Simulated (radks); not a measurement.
All-electron atom: Pb XXXV in [Kr] 4d10 4f2 (the NIST ground configuration). Calculated with a radial shooting solver on a logarithmic mesh with Libxc functionals: scalar-relativistic Kohn-Sham, SCAN, spin-polarised, spherical densities, finite nucleus; open shells are filled with parallel spins first (spin-orbit coupling, left out, can overturn this in heavy ions); meta-GGA in the generalised Kohn-Sham scheme; Fermi nuclear charge, rms radius 5.5012 fm.

Unscreened Slater integrals over Kohn-Sham orbitals (cm^-1). They are taken over the spin-up orbitals.

integral    value
F0(4f,4f)  543890
F2(4f,4f)  289640
F4(4f,4f)  189420
F6(4f,4f)  138730
F0(4f,4d)  521930
F2(4f,4d)  261490
F4(4f,4d)  170240
G1(4f,4d)  272820
G3(4f,4d)  187110
G5(4f,4d)  137170
F0(4f,4p)  524880
F2(4f,4p)  266680
G2(4f,4p)  215340
G4(4f,4p)  157250
F0(4f,4s)  538150
G3(4f,4s)  192650
F0(4d,4d)  510700
F2(4d,4d)  261050
F4(4d,4d)  177490
F0(4d,4p)  512780
F2(4d,4p)  263770
G1(4d,4p)  329700
G3(4d,4p)  210590
F0(4d,4s)  523930
G2(4d,4s)  262550
F0(4p,4p)  516120
F2(4p,4p)  269810
F0(4p,4s)  527240
G1(4p,4s)  356290
F0(4s,4s)  539540

Derived for the open shells (J is the average intra-shell exchange parameter used in DFT+U). 4f: F4/F2 = 0.654, F6/F2 = 0.479, J = (286 F2 + 195 F4 + 250 F6)/6435 = 24000 cm^-1.
